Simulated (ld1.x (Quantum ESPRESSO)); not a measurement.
# BLYP TM dataset for magnesium (Mg), scalar-relativistic all-electron reference.

| Quantity | Value |
| --- | --- |
| Element | magnesium |
| Generator | ld1.x (Quantum ESPRESSO) 7.5 |
| Type | norm-conserving Troullier–Martins (Kleinman–Bylander form) |
| Functional | BLYP |
| Relativity | scalar-relativistic |
| Frozen core | [He] |
| Valence charge | 10 |
| Reference configuration | 2s2 2p6 3s2 3p0 |
| Partial waves | 2s (bound): rc 0.60 bohr; 3d channel at 0.5 Ry: rc 1.00 bohr; 2p (bound): rc 1.20 bohr |
| Local potential | the p channel |
| Core correction | Bessel-smoothed model core inside 0.64 bohr |

Occupied shells without a wave of their own: 3s. They enter only through the test configuration that unscreens the potential, and ld1.x also counts them in the model core charge.

All-electron outer shells of the reference configuration (BLYP, scalar-relativistic, ld1.x):

```csv
shell,level (eV),outermost node (bohr),outermost maximum (bohr)
1s,-1260.68,–,0.09
2s,-79.58,0.18,0.54
2p,-46.53,–,0.48
3s,-4.57,0.90,2.50
3p,-1.20,0.96,3.54
```

Calculated quality:

```json
{
  "Cutoffs needed": "300 Ry and over 300 Ry (the cutoffs (Ry, on a coarse ladder) from which the occupation-weighted sum of valence levels, in a spherical-Bessel basis at the reference potential, stays within 10 and 1 mRy of its value at 400 Ry)",
  "Ghost test": "no extra level below or beside the all-electron valence levels (s, d, p, f tested) (spherical-Bessel basis up to 400 Ry, 20 bohr box)",
  "Largest excitation error": "-428 meV (all-electron minus pseudo) for 2s1 2p6 3s2 3p0, out of 7 test configurations"
}
```

ld1.x takes every shell without a wave as core, so the model core holds the 3s electrons as well and exchange and correlation see them twice. This cancels in the reference configuration, but the file is broken for other ones, and its errors say nothing about a proper core correction.

Generation and tests took about 8 s on one core of a shared server CPU.
